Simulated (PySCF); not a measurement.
Compound: C₇H₁₃NSi.
Atom-mapped SMILES: `[CH:1]#[C:2][SiH2:3][N:4]([CH3:5])[CH2:6][CH2:7][CH:8]=[CH2:9]` (hydrogens: H10 on C1; H11, H12 on Si3; H13, H14, H15 on C5; H16, H17 on C6; H18, H19 on C7; H20 on C8; H21, H22 on C9)

Computed with PySCF at PBE0/pcSseg-1, non-relativistic, on one gas-phase PBE0-D3(BJ)/def2-SVP geometry that isn't relaxed in the solvent. The solvent is an IEF-PCM continuum (van der Waals radii × 1.2). Specific hydrogen bonds and non-electrostatic terms are outside this model.

Gas phase at PBE0/pcSseg-1: HOMO -6.48 eV, LUMO -0.12 eV, dipole 0.87 D.

What does the continuum do to the energy, the frontier levels and the dipole at PBE0/pcSseg-1 in tetrahydrofuran and acetonitrile?

```
        solvent      ε  E(solvent) − E(gas) (kcal/mol)  polarisation term (kcal/mol)  distortion of the solute (kcal/mol)  HOMO (eV)  LUMO (eV)  dipole (D)
tetrahydrofuran  7.426                           -3.58                         -3.84                                 0.26      -6.42      -0.15        1.03
   acetonitrile  35.69                           -4.35                         -4.73                                 0.38      -6.42      -0.17        1.06
```

The polarisation term is half the interaction of the solute with the surface charges that it induces; the rest is the cost of distorting the solute's density. The sum is the electrostatic part of solvation alone. From tetrahydrofuran to acetonitrile the lowering changes by a factor 1.21, Onsager's factor (ε − 1)/(2ε + 1) by 1.18 and ε itself by 4.8.

Which Hirshfeld charges (PBE0/pcSseg-1) respond most in acetonitrile (means over atoms taken as equivalent)?

```csv
atoms,environment,gas (e),solvent (e),change
C2,alkyne carbon,-0.163,-0.177,-0.014
H10,alkyne hydrogen,+0.099,+0.112,+0.013
C9,terminal =CH2 carbon,-0.107,-0.116,-0.009
Si3,SiH2 silicon,+0.378,+0.373,-0.005
C1,terminal alkyne carbon,-0.089,-0.094,-0.005
H20,vinylic hydrogen,+0.043,+0.047,+0.004
```

Which Mayer bond orders change most in acetonitrile?

| bond | length (Å) | gas | solvent | change |
| --- | --- | --- | --- | --- |
| C1–C2 | 1.218 | 2.558 | 2.530 | -0.028 |
| Si3–N4 | 1.730 | 0.996 | 1.006 | +0.010 |
| N4–C5 | 1.444 | 0.957 | 0.949 | -0.008 |
| C8–C9 | 1.334 | 1.983 | 1.977 | -0.006 |
| C1–H10 | 1.076 | 1.071 | 1.076 | +0.005 |
| C2–Si3 | 1.848 | 0.868 | 0.863 | -0.005 |
| N4–C6 | 1.446 | 0.951 | 0.948 | -0.003 |
| C5–H15 | 1.101 | 0.962 | 0.959 | -0.003 |

The values belong to the conformer `[CH:1]#[C:2][SiH2:3][N:4]([CH3:5])[CH2:6][CH2:7][CH:8]=[CH2:9]`: C2–Si3–N4–C5 79°, Si3–N4–C6–C7 91°, N4–C6–C7–C8 -176°, C6–C7–C8–C9 -116°.
